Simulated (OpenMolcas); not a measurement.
# What dynamic correlation does to the levels of Cd

```yaml
Program: OpenMolcas
Basis: ANO-RCC-VTZP [7s6p4d2f1g]
Scalar_Hamiltonian: DKH2, point nucleus
Active_space: 2 electrons in 4 orbitals (5s 5p)
State_averaging: 2S+1 = 3 even, 3 roots; 2S+1 = 1 even, 1 root kept (CI in the orbitals of an earlier block); 2S+1 = 3 odd, 3 roots; 2S+1 = 1 odd, 3 roots kept (CI in the orbitals of an earlier block)
Spin-orbit_coupling: RASSI with atomic mean-field integrals over the reference wave functions, term energies averaged over their components
```

Methods on the same reference wave functions:
A. CASSCF
B. SS-CASPT2, IPEA 0.25 Eh, imaginary shift 0.1 Eh (closed shells correlated: 4d)

Energies in cm⁻¹ above 5s² ¹S₀, the measured ground level; measured values from NIST Handbook of Basic Atomic Spectroscopic Data.

```json
{"Level": "5s² ¹S₀", "A": "0.0", "B": "0.0", "Measured": "0.0"}
{"Level": "5s 5p ³P°₀", "A": "23397", "B": "29421", "Measured": "30114"}
{"Level": "5s 5p ³P°₁", "A": "23851", "B": "29862", "Measured": "30656"}
{"Level": "5s 5p ³P°₂", "A": "24815", "B": "30839", "Measured": "31827"}
{"Level": "5s 5p ¹P°₁", "A": "47176", "B": "44267", "Measured": "43692"}
```

Deviations, from unrounded energies. A percentage is the sum of absolute deviations over the sum of measured energies, with the sign that they share, or ± where signs differ.

```tsv
Against measurement	Levels	A	B
mean absolute deviation (cm-1)	4	6000	760
other configurations (%)	4	±17.6	±2.2
```

B lies closest to measurement on these levels. The largest miss of B in the table is 5s 5p ³P°₂, by -990 cm-1. The ranking rests on the paired levels alone, and a cruder setting can come out closer through cancelling errors.

The lowest spin-free term lies below A's lowest term by 0.359 hartree in B.

Terms from blocks run as CI alone lack orbitals of their own. Without dynamic correlation excited terms often stand tens of per cent too high (terms of higher spin than the ground term too low), and those without a measured partner can miss by more than the paired ones (holds for A). Computed and measured levels are paired by configuration, term and J; levels that our copy of the source lacks, or whose pairing is in doubt (as where it misses far off the trend of its configuration), stay unpaired and out of the deviations. Only configurations of the active space appear. The table leaves out levels that lie high or whose names do not pair safely across all columns.

° marks odd parity.
